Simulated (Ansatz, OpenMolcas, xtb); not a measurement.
## Ligand exchange: SiH3Br + GeH3(SH) → SiH3(SH) + GeH3Br

Species: SiH3Br `[SiH3]Br`, singlet; GeH3(SH), singlet; SiH3(SH) (sulfanylsilane), singlet; GeH3Br `[GeH3][Br]`, singlet. The partners trade Br for SH: Si–Br and Ge–SH bonds give way to Si–SH and Ge–Br.

Shapes, held fixed at every level: PBE0-D4/def2-TZVP. Programs: Ansatz 0.2.0, OpenMolcas 26.06, xtb 6.7.1, xtb 6.7.1 later snapshot. A level may come from different programs for different species; with the same settings they agree closely. The zero-point and thermal change to 298 K, harmonic and unscaled (PBE0-D4/def2-TZVP), is 0.0 kJ/mol.

(1) Estimate ΔH(298 K) of this reaction.

## Answers

(1) The highest level, CCSD(T)/def2-TZVPP, gives ΔH(298 K) = -0.3 kJ/mol; the levels span -1.6 to +2.3. That is about zero within the method's error. They disagree on the sign: 1 of 9 are positive. The column of differences is taken from that level and isn't an error. No measured value is set beside it here. Relativity is left out for Br, Ge unless named. Correlated rows may include outer-core shells of Br, Ge, which these sets cover unevenly.

```tsv
level	kind	ΔH(298 K) (kJ/mol)	less CCSD(T)/def2-TZVPP
GFN2-xTB	semi-empirical	+2.3	+2.6
B3LYP/6-31G* (spherical functions)	global hybrid	-1.1	-0.8
r2SCAN0-D4/def2-TZVPP	global hybrid	-1.2	-0.9
wB97X-V/def2-TZVPP	range-separated hybrid	-1.6	-1.3
B2PLYP/def2-TZVPP	double hybrid	-1.0	-0.7
MP2/def2-SVP	perturbation theory	-0.1	+0.2
CCSD/def2-SVP	coupled cluster or CI	-0.7	-0.4
CCSD/def2-TZVPP	coupled cluster or CI	-0.6	-0.3
CCSD(T)/def2-TZVPP	coupled cluster or CI	-0.3	0.0
```
